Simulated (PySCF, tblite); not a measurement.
Isomers of [C7H16PS]+ (charge +1), one GFN2-xTB conformer each. Single-point energies are computed at PBE0/pcSseg-1 (PySCF, gas phase, no added dispersion term), electronic only.

Question: Rank them by PBE0/pcSseg-1 energy, lowest first (kcal/mol).
A. `[CH3:1][CH2:2][CH2:3][PH+:4]1[CH2:5][CH2:6][S:7][CH2:8][CH2:9]1` (charge +1) with C1–C2–C3–P4 56°, C2–C3–P4–C5 175°, C3–P4–C5–C6 -176°, P4–C5–C6–S7 65°, C5–C6–S7–C8 -69°, C6–S7–C8–C9 69°
B. `[CH3:1][CH:2]([CH3:3])[PH+:4]1[CH2:5][CH2:6][S:7][CH2:8][CH2:9]1` (charge +1) with C1–C2–P4–C5 -179°, C2–P4–C5–C6 -173°, P4–C5–C6–S7 63°, C5–C6–S7–C8 -70°, C6–S7–C8–C9 70°

Answer: B (0.0), A (1.4).

Neighbours under 5.0 kcal/mol apart (CC(C)[PH+]1CCSCC1 and CCC[PH+]1CCSCC1) can change places with a better method, another conformer or zero-point energy. GFN2-xTB itself gives, in the same order: 0.0, 0.2. Both levels put the same isomer lowest.

Question: Which frontier levels and rotational constants go with these structures?

Answer: 
```tsv
SMILES	HOMO (eV, PBE0/pcSseg-1)	LUMO (eV)	A, B, C (MHz)
CC(C)[PH+]1CCSCC1	-10.46	-3.79	2366, 703.3, 580.1
CCC[PH+]1CCSCC1	-10.48	-3.82	2515, 641.4, 566.4
```

Question: What happens when harmonic zero-point energies from GFN2-xTB frequencies are added?

Answer: 
| SMILES | ZPE (kcal/mol) | electronic (kcal/mol) | with ZPE (kcal/mol) |
| --- | --- | --- | --- |
| CC(C)[PH+]1CCSCC1 | 133.4 | 0.0 | 0.0 |
| CCC[PH+]1CCSCC1 | 133.7 | 1.4 | 1.7 |

The zero-point energies span 0.3 kcal/mol. The order is unchanged.
